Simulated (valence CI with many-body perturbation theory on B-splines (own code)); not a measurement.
## E1 line list for Ir5+

Level of theory: configuration interaction combined with many-body perturbation theory (CI+MBPT): four valence electrons over a frozen Dirac-Fock core [Xe] 4f14, radial functions for each j: 7 s, 7 p, 8 d, 6 f, 4 g, 1 h, with the one-electron correlation potential Σ1, the two-electron term Σ2, the three-electron term Σ3, Breit, model QED; selected CI, second order for the rest, scaled by the run's own slope (own B-spline code, finite nucleus).

No measured spectrum was set against this ion. As an estimate, terms of the open shell hold to 2 to 4 % of their energy, and close levels can change places; different configurations can be misplaced against each other by 1,000 to 8,000 cm⁻¹. The list stops below the first excitations out of the core.

Lines 51 to 100 of 600 in falling wavelength, among levels below 290280 cm⁻¹, chosen from the strongest by gf and those to the six lowest levels. Wavelengths and rates use the calculated energies, so an error of 2000 cm⁻¹ moves a line at 1307 Å by 2.6 % and its rate by three times that or more. Electric multipoles are in the length gauge, E1 and E2 with the static RPA response of the core. Weak lines are less certain than strong ones. Lines between different terms over intervals too small for the method are left out, as are lines whose strength nearly cancels. Where a level lies close to another of its J and parity, the split of strength between their lines is uncertain. The highest levels of a list are the least certain.

Levels are named by their leading jj configuration (3d3/2^4 stands for four electrons in 3d with j = 3/2), which in mixed levels can hold well under half, so a name can repeat and another be missing. Letters in brackets count levels of one name in rising energy.

| λ vac (Å) | Upper | Lower | A (s⁻¹) | S (a.u.) with core polarisation | S without |
| --- | --- | --- | --- | --- | --- |
| 1307 | (5d5/2^3 6p1/2) J=1 | (5d5/2^3 6s) J=2 [a] | 6.06e+08 | 2.00e+00 | 2.46e+00 |
| 1306 | (5d3/2^2 5d5/2 6p3/2) J=3 [e] | (5d3/2 5d5/2^2 6s) J=3 [d] | 1.39e+08 | 1.07e+00 | 1.32e+00 |
| 1302 | (5d3/2 5d5/2^2 6p1/2) J=5 [a] | (5d3/2^2 5d5/2 6s) J=5 [b] | 3.86e+08 | 4.63e+00 | 5.70e+00 |
| 1300 | (5d3/2^3 6p1/2) J=2 | (5d3/2^3 6s) J=1 | 6.32e+08 | 3.43e+00 | 4.22e+00 |
| 1299 | (5d3/2 5d5/2^2 6p1/2) J=3 [b] | (5d3/2^2 5d5/2 6s) J=4 [c] | 1.72e+08 | 1.30e+00 | 1.60e+00 |
| 1298 | (5d3/2^2 5d5/2 6p1/2) J=3 [a] | (5d3/2^2 5d5/2 6s) J=3 [a] | 4.08e+08 | 3.08e+00 | 3.80e+00 |
| 1291 | (5d3/2^2 5d5/2 6p1/2) J=5 | (5d3/2^2 5d5/2 6s) J=5 [a] | 4.66e+08 | 5.44e+00 | 6.71e+00 |
| 1285 | (5d3/2^3 6p1/2) J=1 | (5d3/2^3 6s) J=2 | 6.27e+08 | 1.97e+00 | 2.42e+00 |
| 1284 | (5d5/2^3 6p1/2) J=3 | (5d5/2^3 6s) J=2 [b] | 1.75e+08 | 1.28e+00 | 1.56e+00 |
| 1281 | (5d3/2 5d5/2^2 6p1/2) J=3 [d] | (5d3/2 5d5/2^2 6s) J=4 [b] | 4.79e+08 | 3.48e+00 | 4.29e+00 |
| 1281 | (5d3/2^2 5d5/2 6p1/2) J=4 [a] | (5d3/2^2 5d5/2 6s) J=4 [a] | 4.60e+08 | 4.30e+00 | 5.30e+00 |
| 1277 | (5d3/2 5d5/2^2 6p1/2) J=2 [c] | (5d3/2 5d5/2^2 6s) J=3 [c] | 4.57e+08 | 2.35e+00 | 2.89e+00 |
| 1276 | (5d3/2 5d5/2^2 6p1/2) J=4 [b] | (5d3/2^2 5d5/2 6s) J=5 [b] | 4.09e+08 | 3.77e+00 | 4.66e+00 |
| 1274 | (5d3/2 5d5/2^2 6p1/2) J=1 [c] | (5d3/2 5d5/2^2 6s) J=2 [d] | 3.30e+08 | 1.01e+00 | 1.24e+00 |
| 1273 | (5d3/2 5d5/2^2 6p1/2) J=3 [a] | (5d3/2 5d5/2^2 6s) J=3 [a] | 2.44e+08 | 1.74e+00 | 2.15e+00 |
| 1273 | (5d3/2^2 5d5/2 6p1/2) J=2 [a] | (5d3/2^2 5d5/2 6s) J=3 [a] | 5.77e+08 | 2.94e+00 | 3.62e+00 |
| 1268 | (5d3/2 5d5/2^2 6p1/2) J=4 [a] | (5d3/2^2 5d5/2 6s) J=4 [b] | 1.31e+08 | 1.19e+00 | 1.47e+00 |
| 1266 | (5d3/2 5d5/2^2 6p1/2) J=5 [b] | (5d3/2 5d5/2^2 6s) J=6 | 4.24e+08 | 4.67e+00 | 5.76e+00 |
| 1266 | (5d3/2^2 5d5/2 6p1/2) J=2 [b] | (5d3/2^2 5d5/2 6s) J=2 [a] | 2.55e+08 | 1.28e+00 | 1.58e+00 |
| 1263 | (5d3/2 5d5/2^2 6p1/2) J=6 [b] | (5d3/2 5d5/2^2 6s) J=6 | 2.01e+08 | 2.60e+00 | 3.21e+00 |
| 1263 | (5d3/2 5d5/2^2 6p1/2) J=2 [a] | (5d3/2 5d5/2^2 6s) J=3 [a] | 7.39e+08 | 3.67e+00 | 4.54e+00 |
| 1263 | (5d3/2^2 5d5/2 6p3/2) J=4 [a] | (5d3/2 5d5/2^2 6s) J=3 [b] | 2.82e+08 | 2.52e+00 | 3.06e+00 |
| 1256 | (5d3/2 5d5/2^2 6p1/2) J=3 [c] | (5d3/2 5d5/2^2 6s) J=3 [c] | 1.58e+08 | 1.08e+00 | 1.32e+00 |
| 1242 | (5d5/2^3 6p1/2) J=4 | (5d3/2 5d5/2^2 6s) J=5 [a] | 2.69e+08 | 2.29e+00 | 2.83e+00 |
| 1240 | (5d3/2 5d5/2^2 6p1/2) J=3 [b] | (5d3/2 5d5/2^2 6s) J=3 [a] | 2.65e+08 | 1.75e+00 | 2.16e+00 |
| 1238 | (5d3/2 5d5/2^2 6p1/2) J=4 [a] | (5d3/2^2 5d5/2 6s) J=3 [b] | 2.19e+08 | 1.84e+00 | 2.26e+00 |
| 1237 | (5d3/2 5d5/2^2 6p3/2) J=5 [b] | (5d5/2^3 6s) J=4 | 3.38e+08 | 3.47e+00 | 4.19e+00 |
| 1235 | (5d3/2^2 5d5/2 6p1/2) J=3 [b] | (5d3/2^2 5d5/2 6s) J=4 [a] | 7.72e+08 | 5.02e+00 | 6.19e+00 |
| 1235 | (5d3/2^2 5d5/2 6p3/2) J=4 [a] | (5d3/2^2 5d5/2 6s) J=5 [b] | 9.31e+07 | 7.79e-01 | 9.59e-01 |
| 1233 | (5d5/2^3 6p1/2) J=2 [b] | (5d5/2^3 6s) J=3 | 2.10e+08 | 9.69e-01 | 1.20e+00 |
| 1232 | (5d3/2 5d5/2^2 6p1/2) J=1 [b] | (5d3/2 5d5/2^2 6s) J=2 [a] | 3.45e+08 | 9.55e-01 | 1.17e+00 |
| 1229 | (5d3/2^2 5d5/2 6p1/2) J=1 [b] | (5d3/2^2 5d5/2 6s) J=1 [a] | 3.59e+08 | 9.86e-01 | 1.21e+00 |
| 1229 | (5d3/2^2 5d5/2 6p3/2) J=3 [e] | (5d3/2 5d5/2^2 6s) J=3 [c] | 1.64e+08 | 1.05e+00 | 1.29e+00 |
| 1227 | (5d3/2^2 5d5/2 6p1/2) J=5 | (5d3/2^2 5d5/2 6s) J=4 [a] | 1.35e+08 | 1.35e+00 | 1.67e+00 |
| 1227 | (5d3/2^2 5d5/2 6p1/2) J=4 [b] | (5d3/2^2 5d5/2 6s) J=5 [a] | 8.20e+08 | 6.73e+00 | 8.30e+00 |
| 1223 | (5d3/2 5d5/2^2 6p1/2) J=5 [a] | (5d3/2^2 5d5/2 6s) J=4 [b] | 1.91e+08 | 1.90e+00 | 2.33e+00 |
| 1216 | (5d5/2^3 6p1/2) J=2 [b] | (5d3/2 5d5/2^2 6s) J=2 [d] | 2.92e+08 | 1.29e+00 | 1.58e+00 |
| 1209 | (5d3/2^2 5d5/2 6p1/2) J=3 [a] | (5d3/2^3 6s) J=2 | 4.68e+08 | 2.86e+00 | 3.52e+00 |
| 1206 | (5d3/2 5d5/2^2 6p3/2) J=5 [b] | (5d3/2 5d5/2^2 6s) J=4 [b] | 8.99e+07 | 8.56e-01 | 1.04e+00 |
| 1201 | (5d3/2^2 5d5/2 6p1/2) J=4 [a] | (5d3/2^2 5d5/2 6s) J=3 [a] | 2.92e+08 | 2.25e+00 | 2.77e+00 |
| 1191 | (5d3/2 5d5/2^2 6p3/2) J=5 [b] | (5d3/2 5d5/2^2 6s) J=5 [b] | 9.96e+07 | 9.15e-01 | 1.11e+00 |
| 1185 | (5d5/2^3 6p1/2) J=3 | (5d5/2^3 6s) J=3 | 4.58e+08 | 2.63e+00 | 3.22e+00 |
| 1183 | (5d3/2^2 5d5/2 6p3/2) J=5 [b] | (5d3/2 5d5/2^2 6s) J=6 | 9.33e+07 | 8.38e-01 | 1.03e+00 |
| 1176 | (5d3/2 5d5/2^2 6p1/2) J=3 [b] | (5d3/2^2 5d5/2 6s) J=3 [b] | 2.03e+08 | 1.14e+00 | 1.39e+00 |
| 1176 | (5d3/2^2 5d5/2 6p3/2) J=4 [c] | (5d3/2 5d5/2^2 6s) J=4 [a] | 1.02e+08 | 7.38e-01 | 8.85e-01 |
| 1174 | (5d3/2 5d5/2^2 6p3/2) J=4 [c] | (5d3/2 5d5/2^2 6s) J=5 [b] | 1.47e+08 | 1.06e+00 | 1.29e+00 |
| 1166 | (5d3/2 5d5/2^2 6p1/2) J=3 [d] | (5d3/2 5d5/2^2 6s) J=2 [b] | 1.76e+08 | 9.64e-01 | 1.17e+00 |
| 1159 | (5d3/2 5d5/2^2 6p3/2) J=2 [h] | (5d5/2^3 6s) J=3 | 2.97e+08 | 1.14e+00 | 1.39e+00 |
| 1157 | (5d3/2^2 5d5/2 6p1/2) J=2 [b] | (5d3/2^2 5d5/2 6s) J=3 [a] | 2.47e+08 | 9.44e-01 | 1.16e+00 |
| 1153 | (5d3/2 5d5/2^2 6p3/2) J=2 [c] | (5d3/2 5d5/2^2 6s) J=2 [c] | 2.42e+08 | 9.13e-01 | 1.11e+00 |
